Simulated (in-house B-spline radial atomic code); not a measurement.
Results of a calculation; reference values are marked as such.
## C6 from the polarisability at imaginary frequency: the lithium ion Li⁺

OLYP linear response of the closed shell 1s2, from a B-spline radial code for spherical atoms; scalar-relativistic (spin-free one-electron X2C), finite nucleus, no spin-orbit coupling.

The dispersion coefficient of two like species is C6 = (3/π) ∫ α(iu)² du from 0 to ∞.

```
u (hartree)  α(iu) (bohr³)
          0         0.2072
     0.0849         0.2069
      0.198         0.2059
      0.339         0.2034
      0.566         0.1971
      0.849         0.1859
       1.27         0.1657
       1.98         0.1309
       2.83        0.09708
       4.24        0.06127
       7.07        0.02923
       14.1       0.008916
```

Problem. Fit one oscillator, α(iu) = α(0)/(1 + u²/ω²), through u = 4.24 and estimate C6.

Solution. From α(0)/α(iu) − 1 = 0.2072/0.06127 − 1 = 2.3818, ω = u/√2.3818 = 2.7474 hartree (74.8 eV). London's formula gives C6 = (3/4) α(0)² ω = 0.75 × 0.2072² × 2.7474 = 0.08846 hartree·bohr⁶, and the oscillator holds f = α(0) ω² = 1.56 electrons, of a sum of oscillator strengths of 2.0.

Problem. How does that compare with the full integral?

Solution. The program's quadrature over all excitations gives C6 = 0.08591, so the single oscillator is off by +3.0 %. At the last point the fit gives α = 0.00758 against 0.00892: higher excitations, and deeper shells where there are any, keep the true curve higher at large u.
